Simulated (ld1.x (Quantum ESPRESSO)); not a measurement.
**What one change does to a pseudopotential (Cl, TM)**

```json
{"Element": "Cl", "Generator": "ld1.x (Quantum ESPRESSO) 7.5", "Type": "norm-conserving Troullier–Martins (Kleinman–Bylander form)", "Functional": "PBE", "Relativity": "scalar-relativistic", "Frozen core": "[Ne]", "Valence charge": "7", "Reference configuration": "3s2 3p5", "Partial waves": "3p (bound): rc 1.10 bohr; 3d channel at 0.1 Ry: rc 0.90 bohr; 3s (bound): rc 1.20 bohr", "Local potential": "the s channel", "Core correction": "Bessel-smoothed model core inside 0.70 bohr"}
```

Change: all radii but the core radius scaled by about 1.18 (s 1.42, p 1.30, d 1.06 bohr).

Cutoffs: the cutoffs (Ry, on a coarse ladder) from which the occupation-weighted sum of valence levels, in a spherical-Bessel basis at the reference potential, stays within 10 and 1 mRy of its value at 400 Ry; they do not see the model core or the augmentation charge, which bear on the density cutoff. Errors are all-electron minus pseudo energies relative to the spin-unpolarised reference configuration.

Task: How do hardness, ghosts and transferability respond?

Result: The potential gets softer (90 Ry and 160 Ry → 50 Ry and 80 Ry); of the 7 tests that both files solve, the error grows in 1 and shrinks in 1 by more than 15 % and 0.3 meV (median size 7.4 → 4.3 meV); neither file shows a bound ghost. A larger radius leaves more room for a smooth pseudo-wave, so fewer plane waves are needed.

```csv
quantity,base,changed
"cutoff, loose",90 Ry,50 Ry
"cutoff, tight",160 Ry,80 Ry
loose cutoff by channel (10 mRy a level),"p 70 Ry, s 30 Ry","p 12 Ry, s 30 Ry"
bound ghosts,none,none
"error for 3s2 3p4, meV [ΔE 13.88 eV]",+3.5,+3.4
"error for 3s2 3p3, meV [ΔE 39.32 eV]",+24,+26
"error for 3s2 3p2, meV [ΔE 77.63 eV]",+75,+86
"error for 3s1 3p5, meV [ΔE 26.58 eV]",+7.4,+4.3
"error for 3s1 3p6, meV [ΔE 12.15 eV]",+0.9,-1.2
"error for 3s2 3p5.3, meV [ΔE -2.14 eV]",+0.3,+0.4
"error for 3s2 3p1, meV [ΔE 129.87 eV]",+170,+207
```
